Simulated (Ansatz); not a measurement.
Consider the substitution at a C–S bond: `CSC(C)(C)C` + `[NH2][InH2]` → `CC(C)(C)[NH][InH2]` + CH₃SH.

Program: Ansatz. Geometries: PBE0-D4/def2-TZVP. ΔE: electronic, gas phase. CCSD(T)/CBS is the MP2 limit (def2-TZVPP, def2-QZVPP) plus CCSD(T) − MP2 in def2-TZVPP, frozen cores. This one scheme is used for every species. Functionals use def2-TZVPP. HSE06 is defined as in plane-wave codes. def2 core potentials past Kr. For In outer-core shells are correlated without core-valence functions, which leaves a few kJ/mol of doubt a bond.

`CSC(C)(C)C`:

Z-matrix (Å, degrees):
```
C
S 1 1.795
H 1 1.091 2 112.1
H 1 1.091 2 105.9 3 117.8
H 1 1.091 2 112.1 3 -124.3
C 2 1.833 1 103.3 3 61.6
C 6 1.524 2 104.0 1 179.4
C 6 1.522 2 111.0 1 61.2
C 6 1.522 2 110.9 1 -62.3
H 7 1.092 6 111.1 2 -60.6
H 7 1.094 6 109.7 2 179.8
H 7 1.092 6 111.1 2 60.2
H 8 1.092 6 111.7 2 -64.9
H 8 1.095 6 109.9 2 176.1
H 8 1.091 6 111.0 2 56.2
H 9 1.091 6 111.0 2 -56.4
H 9 1.092 6 111.7 2 64.6
H 9 1.095 6 109.9 2 -176.4
```

`[NH2][InH2]`:

Cartesian coordinates in Å:
```
N 0.442 -0.907 -0.311
In -0.398 0.818 0.279
H -0.063 -1.670 -0.728
H 1.421 -1.120 -0.222
H 0.685 1.953 0.964
H -2.087 0.926 0.019
```

`CC(C)(C)[NH][InH2]`:

Cartesian coordinates in Å:
```
C 0.511 0.159 -1.695
C -0.181 -0.043 -0.345
C -1.696 0.070 -0.535
C 0.156 -1.426 0.189
N 0.271 0.971 0.593
In 1.216 0.897 2.370
H 0.175 -0.576 -2.432
H 1.594 0.070 -1.582
H 0.294 1.155 -2.092
H -2.208 -0.085 0.417
H -2.065 -0.666 -1.255
H -1.962 1.064 -0.905
H -0.332 -1.604 1.152
H -0.180 -2.198 -0.506
H 1.234 -1.542 0.327
H 0.054 1.898 0.255
H 1.482 2.471 3.000
H 1.635 -0.616 3.044
```

CH₃SH:

```xyz
6

C     0.233   -0.432   -0.024
S    -0.785    0.840    0.756
H    -0.234   -0.818   -0.930
H     0.311   -1.244    0.699
H     1.235   -0.064   -0.242
H    -0.760    1.718   -0.259
```

```json
{"level": "r2SCANh-D4", "ΔE (kJ/mol)": "24.5"}
{"level": "r2SCAN0-D4", "ΔE (kJ/mol)": "25.0"}
{"level": "HSE06-D4", "ΔE (kJ/mol)": "24.7"}
{"level": "MP2/def2-SVP", "ΔE (kJ/mol)": "10.3"}
{"level": "CCSD/def2-SVP", "ΔE (kJ/mol)": "3.1"}
{"level": "SCS-MP2/def2-TZVPP", "ΔE (kJ/mol)": "21.6"}
{"level": "HF/def2-QZVPP", "ΔE (kJ/mol)": "18.7"}
{"level": "MP2/CBS(def2)", "ΔE (kJ/mol)": "28.0"}
```

(1) What does CCSD(T)/CBS give? (Estimate.)

Largest T1 diagnostic among the species: 0.016.

## Answers

(1) Ansatz gave: +21.3 kJ/mol. The listed levels differ from it by 3.2, 3.7, 3.4, -11.0, -18.2, 0.3, -2.6, 6.7 kJ/mol.

At CCSD(T), def2-SVP lies −18.0 kJ/mol from the extrapolated value and def2-TZVPP −3.3 kJ/mol. Leaving LDA and LC-ωPBE aside and taking each functional with its dispersion term where it has one, the values, not all of them listed here, spread over 4.0 kJ/mol, from CAM-B3LYP-D4 to r2SCAN0-D4.
